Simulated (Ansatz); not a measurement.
Reactions of C5H7F (`CC1=C(F)C1C`).

Program: Ansatz. Geometries: PBE0-D4/def2-TZVP. ΔE: electronic, gas phase. CCSD(T)/CBS is the MP2 limit (def2-TZVPP, def2-QZVPP) plus CCSD(T) − MP2 in def2-TZVPP, frozen cores. This one scheme is used for every species. DFT in def2-TZVPP. For Ge outer-core shells are correlated without core-valence functions, which leaves a few kJ/mol of doubt a bond. Scalar relativity is left out up to krypton. One conformer a species, not always the lowest.

```tsv
reaction	CCSD(T)/CBS(def2) (kJ/mol)
`CC1=C(F)C1C` + `OC(=S)S` → `CSC(O)=S` + `CC1=C(F)C1`	16
`CC1=C(F)C1C` + `[NH2][GeH2][Cl]` → `C[NH][GeH2][Cl]` + `CC1C=C1F`	59
`CC1=C(F)C1C` + `[OH][Ge]([OH])([F])[Cl]` → `C[O][Ge]([OH])([F])[Cl]` + `CC1C=C1F`	75
`CC1=C(F)C1C` + H₂ → `CC1=C(F)C1` + CH₄	?
`CC1=C(F)C1C` → `C=CC(=C)CF`	-142
```

(1) Fill in the missing values. (Estimate.)

Largest T1 diagnostic: 0.017, for `OC(=S)S`.

## Answers

(1) Computed: `CC1=C(F)C1C` + H₂ → `CC1=C(F)C1` + CH₄: -58.2 kJ/mol.
